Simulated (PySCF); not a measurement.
Be (beryllium, neutral) across methods

[He] 2s2, closed-shell 1S. Computed with PySCF 2.14 in aug-cc-pCVTZ, with the non-relativistic Hamiltonian (point nucleus).

```
 method  E (hartree)  mean ε 1s (eV)  mean ε 2s (eV)  Σ⟨r²⟩ (bohr²)   ⟨S²⟩
    LDA     -14.4469         -104.92          -5.598          17.01  0.000
  HSE06     -14.6388         -111.57          -6.093          16.75  0.000
   PBE0     -14.6364         -111.96          -6.493          16.74  0.000
wB97M-V     -14.6622         -114.69          -8.320          16.97  0.000
    UHF    -14.57288         -128.78          -8.416          17.33  0.000
 r2SCAN     -14.6488         -108.63          -5.742          16.90  0.000
    PBE     -14.6296         -106.17          -5.610          16.78  0.000
  wB97X     -14.6627         -113.86          -8.632          16.92  0.000
   MN15     -14.6646         -111.60          -6.799          17.61  0.000
```
